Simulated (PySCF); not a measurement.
Q: Give a PBE0-D3(BJ)/def2-SVP geometry of `FC(F)=C(F)[C@@H]([SiH3])C[SiH3]`.

A: 
```xyz
18
C4H9F3Si2 angstrom
F      3.4797   -1.7402   -1.1093
C      2.5433   -1.2608   -0.3307
F      2.7916   -1.4880    0.9403
C      1.4612   -0.6082   -0.7557
F      1.3102   -0.4370   -2.0768
C      0.3870   -0.0312    0.0911
Si     0.3522    1.8731   -0.1291
C     -0.9677   -0.7072   -0.1891
Si    -2.4448   -0.1406    0.8483
H      0.6758   -0.1930    1.1433
H     -0.3872    2.4847    1.0161
H      1.7563    2.3791   -0.1352
H     -0.3306    2.2442   -1.4032
H     -1.2344   -0.5796   -1.2523
H     -0.8682   -1.7965   -0.0338
H     -2.1071   -0.2024    2.3044
H     -2.8418    1.2606    0.5122
H     -3.6021   -1.0443    0.5738
```

Orientation and origin are arbitrary. Atoms count from 1 in this order. Of the pairs four or more bonds apart, F3···H10 is among the closest relative to their van der Waals radii: 2.49 Å, 93 % of the sum of Bondi's values. The C–C distances run from 1.333 Å (C2=C4, drawn double) to 1.540 Å (C6–C8, drawn single), a spread of 0.207 Å. Si9 (SiH3 silicon) is tetrahedral (angles from 108.5° to 111.4°). The 3 C–F bonds span 1.309 Å (F1–C2, drawn single) to 1.341 Å (C4–F5, drawn single), a spread of 0.032 Å.

Bonds between heavy atoms (Å): F1–C2 1.309, C2–F3 1.315, C2=C4 1.333, C4–F5 1.341, C4–C6 1.485, C6–Si7 1.917, C6–C8 1.540, C8–Si9 1.892.

Method: PBE0-D3(BJ)/def2-SVP geometry optimisation, gas phase (PySCF 2.14.0).

Point group: C1 (no symmetry element, even within 0.4 Å). Stationary, but not proved a minimum. One conformer, not necessarily the lowest (C2–C4–C6–Si7 117°, C4–C6–C8–Si9 178°).
